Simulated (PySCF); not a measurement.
C6H11O (doublet state).
Bonds: C1–C2, C2–C3, C3–C4, C4–C5, C5–O6, O6–C7, C1–C7. Hydrogens: H8 on C1; H9, H10 on C2; H11, H12 on C3; H13, H14 on C4; H15, H16 on C5; H17, H18 on C7.

The species is `[CH]1CCCCOC1` [radical].

Method: PySCF, UKS B3LYP, IGLO-III on C O, pcH-1 on H, non-relativistic, mean-field spin-orbit, GIAO. The structure is a single PBE0-D3(BJ)/def2-SVP conformer in the gas phase; no vibrational or solvent corrections. Stability of the SCF solution: not tested.

Principal values of hyperfine tensors in MHz (contact and dipolar terms together), for some of the nuclei:

```csv
atom,isotope,A1,A2,A3
H17,1H,130.55,134.55,144.30
C1,13C,8.81,9.62,240.97
C3,13C,66.95,67.30,81.91
H9,1H,66.62,67.84,79.66
H18,1H,65.42,66.56,80.20
H8,1H,-101.29,-63.84,-26.65
C2,13C,-31.80,-29.03,-27.31
O6,17O,-18.77,-13.39,-12.90
```

(1) Give the isotropic coupling of each nucleus in MHz and in mT (g = 2.0026), and the anisotropic part.

(2) What spin density at the nucleus of H18 lies behind its contact coupling (g_N = 5.58569)?

(3) C7 (13C, g_N = 1.40482) isn't in the table. Its spin density at the nucleus is -0.02968 bohr⁻³. What is its contact coupling?

(4) Which nucleus of the table has the largest anisotropic coupling, and what is its form?

(5) What first-order splitting does C1 cause when the field lies along A1, A2 or A3 of its tensor (g taken as isotropic, no quadrupole term)?

Answers

(1) a_iso = (A1 + A2 + A3)/3, Ti = Ai − a_iso; 1 mT corresponds to 28.029 MHz.

```json
{"atom": "H17", "a_iso (MHz)": "136.47", "a_iso (mT)": "4.869", "T1": "-5.92", "T2": "-1.91", "T3": "7.83"}
{"atom": "C1", "a_iso (MHz)": "86.47", "a_iso (mT)": "3.085", "T1": "-77.65", "T2": "-76.85", "T3": "154.50"}
{"atom": "C3", "a_iso (MHz)": "72.05", "a_iso (mT)": "2.571", "T1": "-5.10", "T2": "-4.76", "T3": "9.86"}
{"atom": "H9", "a_iso (MHz)": "71.37", "a_iso (mT)": "2.546", "T1": "-4.75", "T2": "-3.53", "T3": "8.28"}
{"atom": "H18", "a_iso (MHz)": "70.73", "a_iso (mT)": "2.523", "T1": "-5.31", "T2": "-4.17", "T3": "9.47"}
{"atom": "H8", "a_iso (MHz)": "-63.93", "a_iso (mT)": "-2.281", "T1": "-37.36", "T2": "0.08", "T3": "37.28"}
{"atom": "C2", "a_iso (MHz)": "-29.38", "a_iso (mT)": "-1.048", "T1": "-2.42", "T2": "0.35", "T3": "2.07"}
{"atom": "O6", "a_iso (MHz)": "-15.02", "a_iso (mT)": "-0.536", "T1": "-3.75", "T2": "1.63", "T3": "2.12"}
```

(2) a_FC = 800.24 MHz bohr³ × g_N × ρ(0)/(2S). With a_FC = 70.73 MHz and 2S = 1, ρ(0) = 0.01582 bohr⁻³. In magnitude that is 5.0 % of the 1/π = 0.318 of a free hydrogen atom.

(3) By the same relation, a_FC = -33.4 MHz. Its full tensor has the principal values -35.66, -34.14, -30.30 MHz.

(4) C1: -77.7, -76.8, 154.5 MHz, axial, in the ratio −1:−1:+2, the form that spin in one p orbital centred on that nucleus gives.

(5) 2 lines (I = 1/2), spaced by |A_i|/(g × 13.996): 0.31, 0.34, 8.60 mT along the axes of A1, A2 and A3.
